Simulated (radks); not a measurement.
The numbers below are computed, except where a source is named.
Question: All-electron atom: the tantalum ion Ta2+ in [Xe] 4f14 5d2.75 6d0.25 (fractional occupations, a model configuration). Code: a radial shooting solver on a logarithmic mesh with Libxc functionals. Model: Dirac Kohn-Sham, HCTH/407, spin-unpolarised, spherical densities, point nucleus; open shells fill j = l - 1/2 first. Some entries of the table are withheld. Estimate them.

orbital,occ.,eigenvalue (eV),<1/r> (bohr^-1),<r> (bohr)
1s1/2,2,-67280.06,85.44,0.01867
2s1/2,2,-11575.92,20.75,0.07834
2p1/2,2,-11066.61,20.71,0.06487
2p3/2,4,-9796.423,17.50,0.07270
3s1/2,2,-2666.506,7.616,0.2043
3p1/2,2,-2439.894,7.532,0.1942
3p3/2,4,-2166.181,6.702,0.2087
3d3/2,4,-1783.456,6.597,0.1828
3d5/2,6,-1723.718,6.399,0.1873
4s1/2,2,-557.8119,3.198,0.4584
4p1/2,2,-464.2709,3.088,0.4640
4p3/2,4,-401.1263,2.798,0.4971
4d3/2,4,(1),2.583,0.5156
4d5/2,6,(2),2.513,0.5270
5s1/2,2,-90.3230,1.225,1.098
5p1/2,2,-63.1192,1.095,(3)
5p3/2,4,-54.2447,0.9947,(4)
4f5/2,6,-43.9695,2.029,0.6293
4f7/2,8,-41.9608,1.998,0.6399
5d3/2,2.75,-20.0049,0.6758,1.920
5d5/2,0,-19.2660,0.6539,1.981
6d3/2,0.25,-7.6330,(5),5.477
6d5/2,0,-7.5232,(6),5.551

Answer: 
(1) 4d3/2 eigenvalue (eV): -247.2927
(2) 4d5/2 eigenvalue (eV): -235.6640
(3) 5p1/2 <r> (bohr): 1.213
(4) 5p3/2 <r> (bohr): 1.316
(5) 6d3/2 <1/r> (bohr^-1): 0.2366
(6) 6d5/2 <1/r> (bohr^-1): 0.2345
